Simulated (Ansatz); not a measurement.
Stepwise reaction of `[CH3][SbH][CH3]` with ammonia, as a gas-phase model of exchange steps in deposition or etching. ΔE in kJ/mol; ΔG adds harmonic PBE0-D4 terms to CCSD(T)/CBS, at 1 bar.

Calculated with Ansatz (gas phase, PBE0-D4/def2-TZVP geometries, no zero-point term in ΔE). CBS: MP2 limit from def2 TZ/QZ plus the TZ coupled-cluster correction, frozen cores. This one scheme is used for every species. Functionals use def2-TZVPP. B3LYP here is the variant with VWN-RPA as its local correlation; programs differ in this. def2 core potentials past Kr. For Sb outer-core shells are correlated without core-valence functions, which leaves a few kJ/mol of doubt a bond. One conformer a species, not always the lowest.

| step | reaction | PBE-D4 | B3LYP-D4 | ωB97M-V | CCSD(T)/CBS | ΔG(500 K) |
| --- | --- | --- | --- | --- | --- | --- |
| 1 | `[CH3][SbH][CH3]` + NH₃ → `[CH3][SbH][NH2]` + CH₄ | -12.6 | -15.7 | -13.0 | -10.0 | -6.2 |

(1) Give the row of step 2, `[CH3][SbH][NH2]` + NH₃ → `[NH2][SbH][NH2]` + CH₄. (Estimate.)

(2) By hand: ΔE of the 2 steps together at CCSD(T)/CBS.

Results:

(1) The calculation gave: 
```csv
step,reaction,PBE-D4,B3LYP-D4,ωB97M-V,CCSD(T)/CBS,ΔG(500 K)
2,`[CH3][SbH][NH2]` + NH₃ → `[NH2][SbH][NH2]` + CH₄,-15.8,-17.8,-14.2,-12.5,-9.7
```

(2) (-10.0) + (-12.5) = -22.5 kJ/mol, or -11.2 kJ/mol a step.

In ΔE the steps differ by no more than 2.5 kJ/mol. All are downhill at CCSD(T)/CBS. ΔG lies between -9.7 and -6.2 kJ/mol a step. PBE-D4 differs from CCSD(T)/CBS by -3.3 to -2.6 kJ/mol a step. Isolated molecules leave out the surface, adducts and barriers. Largest T1 diagnostic: 0.014.
